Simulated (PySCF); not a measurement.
Computed IR spectrum (relative IR intensity) of a molecule CH₁₂OSi₄. Geometry: PBE0-D3(BJ)/def2-SVP. One conformer was computed; it need not be the lowest. Calculation: PySCF with PBE0-D3(BJ)/def2-SVP. Frequencies are harmonic and unscaled.

Lines under 2 % of the strongest are left out, and lines within 2 cm⁻¹ are merged.

```tsv
ν (cm⁻¹)	relative intensity
177	4.3
195	22
205	11
294	17
500	14
515	6.5
560	4.2
642	27
671	56
689	15
758	23
763	45
826	36
834	59
870	100
899	33
917	32
934	56
941	36
944	30
949	14
1004	2.4
1070	22
1371	6.4
2183	55
2209	37
2212	3.6
2216	4.4
2223	48
2226	52
2230	88
2238	33
3918	38
```

### Question
Which molecule gave these data?
A. [SiH3]C[SiH2][SiH2]O[SiH3]
B. O[Si@H](C[SiH3])[SiH2][SiH3]
C. OC[SiH2][SiH2][SiH2][SiH3]
D. O[SiH2]C([SiH3])([SiH3])[SiH3]

### Answer
B, O[Si@H](C[SiH3])[SiH2][SiH3]
